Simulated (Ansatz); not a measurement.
disulfane (SMILES SS) moved off its minimum; all values from Ansatz (a program for electronic structure), cores frozen in correlated methods.
(charge 0, multiplicity 1)
```xyz
4

S     -0.9256     0.0595     0.5940
S      0.8917     0.1150    -0.4602
H     -1.5332    -0.8199    -0.2773
H      1.5071    -0.9375     0.3677
```

```csv
level,largest force (eV/Å),on atom,rms difference from CCSD(T)/aug-cc-pV(T+d)Z (eV/Å),dipole (D)
HF/def2-TZVPP,3.39,S2,0.367,1.22
PBE/def2-TZVPP,2.37,S2,0.206,1.12
r2SCAN/def2-TZVPP,2.68,S2,0.126,1.17
B3LYP/def2-TZVPP,2.63,S2,0.048,1.12
wB97M-V/def2-TZVPP,2.81,S2,0.128,1.12
MP2/aug-cc-pV(T+d)Z,2.90,S2,0.147,1.09
CCSD(T)/aug-cc-pV(T+d)Z,2.67,S2,0.000,1.04
```

The differences count from one level among others, with limits of its own. Forces at CCSD(T)/aug-cc-pV(T+d)Z (eV/Å):

| atom | Fx | Fy | Fz |
|---|---|---|---|
| S1 | -0.142 | -0.489 | -0.989 |
| S2 | 0.695 | -1.807 | 1.838 |
| H3 | 0.240 | 0.554 | 0.670 |
| H4 | -0.792 | 1.742 | -1.519 |
